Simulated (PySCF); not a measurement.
# Correlation energy of N²⁺ (nitrogen, charge +2)

[He] 2s2 2p1, 2P determinant. Computed with PySCF 2.14 in def2-TZVPPD, with the non-relativistic Hamiltonian (point nucleus). Frozen: nothing; 5 electrons correlated.

MP2 pair energies summed by pair of shells (mhartree):

| pair | energy | share (%) |
| --- | --- | --- |
| 2s-2s | -32.74 | 45.6 |
| 2s-2p | -22.79 | 31.7 |
| 1s-1s | -11.80 | 16.4 |
| 1s-2s | -3.29 | 4.6 |
| 1s-2p | -1.21 | 1.7 |

Total MP2 correlation energy: -71.84 mhartree.

Same-spin part -4.22 and opposite-spin part -67.62 mhartree; SCS-MP2 scales them by 1/3 and 6/5 to -82.55 mhartree.

This basis was not built for core-valence correlation, so the inner-shell part is incomplete.
